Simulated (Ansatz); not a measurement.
Mg₂S₂⁺, that is (MgS)2 ring with one electron fewer. Total charge 1; doublet. Geometry PBE-D4/def2-TZVP, that of the neutral singlet; atoms count from 1.

Cartesian coordinates in Å:
```
Mg -0.7420 1.0839 0.0831
S 0.2953 0.3451 -1.8648
Mg 0.7420 -1.0839 -0.0831
S -0.2953 -0.3451 1.8648
```

Q: Estimate the Mulliken populations from the PBE0/def2-TZVP orbitals of Ansatz.

A: 
```
atom  charge (e)  spin (α − β)
 Mg1        0.89         -0.07
  S2       -0.39          0.57
 Mg3        0.89         -0.07
  S4       -0.39          0.57
```
Mulliken values and Mayer orders depend strongly on the basis.

Q: Where does the spin sit?

A: Summed by element: Mg -0.14, S 1.14, of 1 unpaired in all. Largest on single atoms: S2 0.57, S4 0.57, Mg1 -0.07.

Q: And the Mayer bond orders between bonded heavy atoms (over 0.3)?

A: Mg1–S2 0.83 (2.33 Å); Mg1–S4 0.83 (2.33 Å); S2–Mg3 0.83 (2.33 Å); Mg3–S4 0.83 (2.33 Å). Values over 0.3 also appear between atoms too far apart for a bond (S2–S4 0.34 at 3.84 Å); they arise where an orbital or an unpaired electron spreads over both atoms.
